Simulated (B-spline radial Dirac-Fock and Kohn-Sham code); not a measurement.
Al 2p1/2: cross section and angular parameters

System: atomic aluminum in the configuration [Ne] 3s2 3p1; threshold 72.90 eV (tabulated edge). Calculated with an atomic code on a B-spline grid, using Dirac-Hartree-Slater photoionisation with a Latter tail; cross sections with all multipoles, angular parameters from the dipole term and its interference with E2.

The run's input, task.json:

```json
{"items": [{
  "Z": 13,
  "q": 0,
  "cfg": [[1, 0, 2], [2, 0, 2], [2, 1, 6], [3, 0, 2], [3, 1, 1]],
  "A": 27,
  "rrms": 3.061,
  "do": "xps",
  "hv": [174.0, 191.0, 214.0, 256.0, 400, 406.0, 563.0, 600, 912.0, 1000, 1020.0, 1100.0, 1253.6, 1350.0, 1690.0, 1720.0, 1960.0, 2080.0, 2740.0, 3730.0, 4000, 5414.7, 9251.7, 9260.0, 9910.0, 11200.0, 11600.0, 12700.0, 15000],
  "edges": {"K": 1559.0, "L1": 117.8, "L2": 72.9, "L3": 72.5}
}]}
```

Launch: `python xray2_run.py task.json out`

For linearly polarised light dσ/dΩ = σ/(4π) [1 + β P₂(cos θ) + (δ + γ cos²θ) sin θ cos φ], with θ from the polarisation vector and φ the angle between the beam and the projection of the electron momentum on the plane normal to the polarisation.

```tsv
hν (eV)	σ (kb)	β	γ	δ
174	865	1.421	0.049	0.012
191	717	1.449	0.064	0.012
214	560	1.472	0.085	0.013
256	371	1.488	0.120	0.014
400	122	1.447	0.222	0.019
406	118	1.444	0.225	0.019
563	48.1	1.360	0.309	0.025
600	40.2	1.339	0.326	0.027
912	11.6	1.179	0.439	0.040
1000	8.69	1.139	0.463	0.045
1020	8.17	1.130	0.469	0.045
1100	6.44	1.096	0.489	0.049
1253.6	4.25	1.036	0.523	0.056
1350	3.34	1.001	0.542	0.061
1690	1.60	0.894	0.597	0.077
1720	1.51	0.886	0.601	0.078
1960	0.972	0.824	0.631	0.089
2080	0.795	0.796	0.645	0.094
2740	0.307	0.672	0.704	0.122
3730	0.103	0.546	0.769	0.159
4000	0.0802	0.520	0.784	0.169
5414.7	0.0266	0.417	0.854	0.214
9251.7	0.00354	0.270	1.007	0.313
9260	0.00353	0.270	1.007	0.313
9910	0.00272	0.253	1.028	0.328
11200	0.00169	0.225	1.066	0.355
11600	?	?	?	?
12700	0.00104	0.197	1.105	0.385
15000	0.000541	0.163	1.158	0.427
```

Q: Give the values at 11600 eV.

A: σ = 0.00148 kb, β = 0.217, γ = 1.077, δ = 0.363.
